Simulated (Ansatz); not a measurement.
Geometry optimisation, RHF/def2-SVP (Ansatz 0.2.0).

Input file:

```yaml
crystal:
  periodic: [false, false, false]
  atoms:
    - { symbol: Al, position_ang: [0.0, 0.0, 0.0] }
    - { symbol: O, position_ang: [0.0, 0.0, 2.13] }
    - { symbol: Si, position_ang: [-1.3147, -0.4067, 3.0936] }
    - { symbol: H, position_ang: [-2.239, -1.2403, 2.3304] }
    - { symbol: H, position_ang: [-0.8506, -1.1432, 4.2657] }
    - { symbol: H, position_ang: [-1.9987, 0.8095, 3.5233] }
    - { symbol: H, position_ang: [1.351, 0.0, -0.78] }
    - { symbol: H, position_ang: [-1.351, 0.0, -0.78] }
    - { symbol: P, position_ang: [0.1156, 2.4456, 0.8135] }
    - { symbol: H, position_ang: [0.6761, 2.4854, 2.1176] }
    - { symbol: H, position_ang: [0.927, 3.2022, -0.0729] }
    - { symbol: H, position_ang: [0.0596, 1.2596, 1.9613] }
basis:
  gaussian: { orbitals: def2-SVP }
hamiltonian:
  xc: hf
relax:
  f_tol: 0.15
  max_steps: 25
  restrain:
    - { distance: [0, 8], at: 3.48, k: 30.0 }
    - { distance: [11, 1], at: 2.21, k: 30.0 }
    - { distance: [0, 1], at: 1.78, k: 30.0 }
    - { distance: [11, 8], at: 1.42, k: 30.0 }
```

Command:

```bash
$ ansatz run input.yaml --threads 2 --pin off --max-ram 3072MiB --backend cpu --events-out ev --progress --plain --runs-dir out
```

Task: Where does it end, and by what steps?

Result: It converged. The restraints hold the end off the free minimum. After 17 steps the energy has fallen by 4.074 eV (the restraints' own energy left out); H10 moved furthest, 1.14 Å. Parted: Al1–P9 (2.58 → 3.48 Å).

| step | energy less start (eV) | largest force component (eV/Å) | accepted |
| --- | --- | --- | --- |
| 0 | 0.0000 | 5.083 | yes |
| 1 | 0.4199 | 3.512 | yes |
| 2 | -0.3609 | 2.698 | yes |
| 3 | -1.5950 | 2.268 | yes |
| 4 | -2.8414 | 1.858 | yes |
| 5 | -3.5621 | 1.073 | yes |
| 6 | -3.8564 | 0.894 | yes |
| 7 | -3.9431 | 1.218 | yes |
| 8 | -3.9890 | 1.096 | yes |
| 9 | -4.0312 | 1.026 | yes |
| 10 | -4.0191 | 1.118 | no |
| 11 | -4.0406 | 0.993 | yes |
| 12 | -4.0419 | 1.035 | yes |
| 13 | -4.0614 | 1.022 | yes |
| 14 | -4.0576 | 1.015 | no |
| 15 | -4.0650 | 1.011 | yes |
| 16 | -4.0659 | 0.987 | yes |
| 17 | -4.0742 | 0.987 | yes |

```xyz
12
Properties=species:S:1:pos:R:3
Al 0.116 -0.092 0.155
O -0.725 -0.254 1.672
Si -1.467 -0.682 3.060
H -2.677 -1.492 2.784
H -0.558 -1.479 3.918
H -1.872 0.532 3.809
H 1.670 -0.317 0.140
H -0.739 0.178 -1.133
P 0.193 3.210 1.262
H 1.545 2.864 1.481
H 0.223 3.008 -0.138
H -0.333 1.934 1.592
```

Time of the run: 34 s on 2 threads of Intel(R) Xeon(R) Platinum 8259CL CPU @ 2.50GHz (Skylake/Cascade Lake), on a shared host, peak memory 0.24 GiB.
